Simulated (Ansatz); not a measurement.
CH5BrOSi (`C[SiH](O)Br`), charge 0, multiplicity 1.

(1) Give a relaxed structure at PBE0-D4/def2-TZVP (Ansatz 0.2.0). (Best estimate.)

Answers

(1) Computed: 
Cartesian coordinates in Å:
```
C 0.5682 -1.0576 0.0168
Si -0.2998 0.5265 -0.3938
O 0.1466 1.7794 0.5600
Br -2.4958 0.1663 -0.1823
H 0.2615 -1.8492 -0.6707
H 1.6501 -0.9232 -0.0665
H 0.3350 -1.3827 1.0333
H -0.0514 0.9738 -1.7791
H -0.1144 1.7667 1.4822
```
This is one stationary point; other conformers may exist.
